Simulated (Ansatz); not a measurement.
Program: Ansatz. Geometries: PBE0-D4/def2-TZVP. ΔE: electronic, gas phase. CCSD(T)/CBS adds triple-zeta CCSD(T) − MP2 to the extrapolated MP2 energy (def2 sets, frozen cores). Functionals use def2-TZVPP. Each species was taken in one conformer, which may not be the lowest.

Reaction (isomerisation): `O[SiH2]C[SiH](O)Cl` → `CO[Si](O)([SiH3])Cl`

```tsv
level	ΔE (kJ/mol)	difference from CCSD(T)/CBS
PBE-D4	91.4	-18.0
PBE0-D4	98.3	-11.1
ωB97M-V	111.9	2.5
PBE	89.4	-20.0
PBE0	96.7	-12.7
HF/def2-TZVPP	94.1	-15.3
MP2/def2-TZVPP	120.6	11.2
CCSD(T)/def2-TZVPP	106.6	-2.8
MP2/def2-QZVPP	122.2	12.8
SCS-MP2/def2-QZVPP	113.3	3.9
CCSD(T)/CBS	109.4	0
```

Largest T1 diagnostic among the species: 0.012.

From PBE to PBE0 (25 % exact exchange), in def2-TZVPP and without D4, ΔE moves by +7.3 kJ/mol. The D4 term adds +3.4 kJ/mol with B3LYP and +1.6 kJ/mol with PBE0; it sums over pairs of atoms, weighted by their polarisabilities, and B3LYP, whose exchange is more repulsive, gets the larger term.

B3LYP here is the variant with VWN-RPA as its local correlation; programs differ in this.
